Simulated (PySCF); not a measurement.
A structure optimised at PBE-D3(BJ)/def2-SVP, used in a PySCF frequency run:

```
In
O 1 2.0252
H 2 0.9773 1 109.96
O 1 2.0281 2 123.56 3 0.00
H 4 0.9773 1 110.15 2 0.00
Se 1 2.5171 2 119.02 3 180.00
H 6 1.4872 1 89.03 2 180.00
```
Charge 0, spin multiplicity 1.

**Question.** Write its SMILES, formula and point group.

**Answer.** [OH][In]([OH])[SeH], H3InO2Se, Cs

**Question.** What are its rotational constants (standard atomic weights)?

**Answer.** 4.6078, 1.1977, 0.95058 GHz
